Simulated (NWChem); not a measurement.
Species: BPH$_{4}$O$_{2}$; SMILES B(O)(O)P

Results from NWChem. All runs use the structure optimised with PBE0/def2-SVP. Gas phase, vertical. One conformer.

CAM-B3LYP/def2-SVPD, TDA puts singlet state 4 at 7.44 eV with oscillator strength 0.089.

**Question.** Give the wavelength, the transition dipole and the radiative lifetime of that state in vacuum.

**Answer.** 
1. λ = 1239.84/7.44 = 167 nm, or 60010 cm⁻¹.
2. f = (2/3) ΔE μ² in atomic units, so μ = √(1.5 f/ΔE) = 0.70 a.u. = 1.78 D.
3. τ = 1.499 s cm⁻² / (f ν²) = 4.7 ns, for a non-degenerate state that emits at the vertical energy; a higher state like this one mostly decays faster by other paths.
